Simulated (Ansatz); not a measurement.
Ansatz (a program for electronic structure) input (CCSD(T)/cc-pV5Z):

Ansatz 0.2 input:
```yaml
crystal:
  periodic: [false, false, false]
  atoms:
    - {symbol: Se, position_ang: [-0.00000000, -0.00000000, -0.04214025]}
    - {symbol: H, position_ang: [0.00000000, 0.00000000, 1.43276842]}
basis:
  gaussian:
    orbitals: cc-pV5Z
magnetization: {spin_polarized: true, initial_magnetization: 1}
correlation: {method: ccsd_t, electrons: outside_noble_gas}
```

Output:

```
Functional definition: HF
integrals: 0.69 GiB planned
1001 factors; integrals over basis functions are off by at most 1.0e-3 eV
mean field: 0.53 GiB planned
mean field evaluation 1: about -65319.4226 eV, gradient 6.3e0 eV
mean field evaluation 2: about -65319.4224 eV, gradient 6.3e0 eV
mean field evaluation 4: about -65319.7942 eV, gradient 8.7e-1 eV
mean field evaluation 8: about -65319.8024 eV, gradient 1.4e-3 eV
mean field evaluation 16: about -65319.8022 eV, gradient 2.6e-1 eV
mean field evaluation 32: about -65319.7484 eV, gradient 2.5e0 eV
mean field -65319.80238933 eV, -2400.4584624557 hartree, gradient 8.4e-7 eV, S^2 0.762322; 2 other end points of the search recorded, 0 dependent functions left out
14 core orbitals not correlated
reference -65319.80238933 eV, -2400.4584624557 hartree; 4, 3 occupied and 141, 142 virtual orbitals, 1001 factors
second order -4.09725147 eV of doubles, -0.00000000 eV of singles
coupled cluster: 1.44 GiB planned
cycle   1  -4.45387592 eV  change   -3.6e-1 eV  update   4.6e-2
cycle   2  -4.59514248 eV  change   -1.4e-1 eV  update   1.6e-2
cycle   3  -4.60333120 eV  change   -8.2e-3 eV  update   4.3e-3
cycle   4  -4.60350827 eV  change   -1.8e-4 eV  update   1.3e-3
cycle   5  -4.60318551 eV  change    3.2e-4 eV  update   3.6e-4
cycle   6  -4.60317185 eV  change    1.4e-5 eV  update   1.3e-4
cycle   7  -4.60321124 eV  change   -3.9e-5 eV  update   4.5e-5
cycle   8  -4.60321377 eV  change   -2.5e-6 eV  update   1.5e-5
cycle   9  -4.60321058 eV  change    3.2e-6 eV  update   4.8e-6
perturbative correction -0.17436022 eV, -0.0064076197 hartree
Total energy: -65324.57996012 eV, -2400.6340349439 hartree
```
